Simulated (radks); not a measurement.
The numbers below are computed, except where a source is named.
Te10+, 42 electrons, occupied as [Kr] 4d6 (the NIST ground configuration). Code: a radial shooting solver on a logarithmic mesh with Libxc functionals. Model: Dirac Kohn-Sham, LDA (Slater exchange, Perdew-Wang correlation), spin-unpolarised, spherical densities, finite nucleus; open shells fill j = l - 1/2 first; Fermi nuclear charge, rms radius 4.7423 fm.

Normalised radial functions P(r) = r R(r) (large component), r in bohr:

r,4s1/2,4p1/2
0.00303,0.1584,0.0137
0.003883,0.1896,0.0197
0.005016,0.2247,0.0288
0.006479,0.2606,0.0423
0.00837,0.2933,0.0621
0.01073,0.3159,0.0898
0.01385,0.3207,0.1301
0.0179,0.2945,0.1850
0.02293,0.2270,0.2534
0.02963,0.1037,0.3372
0.03827,-0.0733,0.4237
0.04943,-0.2804,0.4893
0.06335,-0.4559,0.4963
0.08183,-0.5249,0.3985
0.1057,-0.3899,0.1595
0.1355,-0.0388,-0.1901
0.175,0.4404,-0.5646
0.226,0.7711,-0.7548
0.292,0.6580,-0.5656
0.3741,0.0544,0.0047
0.4833,-0.7826,0.7539
0.6243,-1.3248,1.2612
0.8,-1.2834,1.2692
1.033,-0.8246,0.8770
1.335,-0.3492,0.4129
1.724,-0.0913,0.1246
2.21,-0.0142,0.0232
2.854,-0.0010,0.0021

4s1/2: eigenvalue -335.60 eV, 3 radial nodes at r = 0.0347, 0.138, 0.381 bohr, <r> = 0.742 bohr, 90 % of the charge inside 1.06 bohr. 4p1/2: eigenvalue -291.39 eV, 2 radial nodes at r = 0.119, 0.374 bohr, <r> = 0.768 bohr, 90 % of the charge inside 1.11 bohr.
